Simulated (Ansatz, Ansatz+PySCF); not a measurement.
```xyz
5

C     0.0000    0.0000   -0.6187
F     0.0000    0.0000    3.4716
H     0.0000   -1.0360   -0.9966
H    -0.8972    0.5180   -0.9966
H     0.8972    0.5180   -0.9966
```

Basis set: STO-3G (spherical functions). Frozen core: 2 orbitals. Charge 0, multiplicity 1.

Computed with Ansatz (development build ahead of 0.2.0); each method stands on the lowest determinant of its kind that the runs found.

Task: Give the atomization energy at this shape (free ground-state atoms in the same class of orbitals less the molecule, no zero-point energy) of singlet CH3F in separate pieces by UHF-CCSD(T), UHF-MP2, UHF, RHF.

Result:

| method | atomization energy |
| --- | --- |
| UHF-CCSD(T) | 13.88 eV |
| UHF-MP2 | 13.62 eV |
| UHF | 12.79 eV |
| RHF | 3.31 eV |

Caution for UHF-CCSD(T), UHF-MP2: bonds are stretched, where a single reference can fail. Caution for UHF-CCSD(T), UHF-MP2, UHF: the unrestricted determinant is a mixture of spin states. Caution for RHF: an unrestricted determinant lies well below.

This basis has no polarisation functions and is too small for such energies, which can lie far from measured ones in either direction.
